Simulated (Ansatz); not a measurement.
One change: `[SiH3]I` becomes `F[SiH2]I`.

Ansatz, PBE0-D4/def2-TZVP geometries, multiplicity 1. 

Elements past krypton have def2 core potentials. Outer-core shells of I are correlated without core-valence functions. Spin–orbit coupling is left out.

```tsv
property	`[SiH3]I`
size of the dipole moment (ωB97M-V/def2-TZVPP) / D	1.20
vertical ionisation energy (CCSD(T)/def2-TZVPP) / eV	9.98
HOMO–LUMO gap (ωB97M-V/def2-TZVPP) / eV	10.83
HOMO–LUMO gap (PBE0/def2-TZVPP) / eV	6.94
HOMO energy (B3LYP/def2-TZVPP) / eV	-7.48
zero-point energy (PBE0-D4/def2-TZVP) / kJ/mol	66.3
```

Problem. What does the change do to each property? (Estimate.)

Solution. Ansatz gave: 
```
                                            property  `F[SiH2]I`  shift
  size of the dipole moment (ωB97M-V/def2-TZVPP) / D        1.20   0.00
vertical ionisation energy (CCSD(T)/def2-TZVPP) / eV       10.24   0.26
             HOMO–LUMO gap (ωB97M-V/def2-TZVPP) / eV       11.34   0.51
                HOMO–LUMO gap (PBE0/def2-TZVPP) / eV        7.41   0.47
                 HOMO energy (B3LYP/def2-TZVPP) / eV       -7.71  -0.23
      zero-point energy (PBE0-D4/def2-TZVP) / kJ/mol        54.6  -11.7
```

With PBE0 the HOMO falls by 0.23 eV and the LUMO rises by 0.25 eV, so the gap widens by about 0.48 eV. PBE moves the HOMO by -0.21 eV and ωB97M-V by -0.22 eV. Dipoles are sizes alone; their direction can turn.

B3LYP here is the variant with VWN-RPA as its local correlation; programs differ in this.
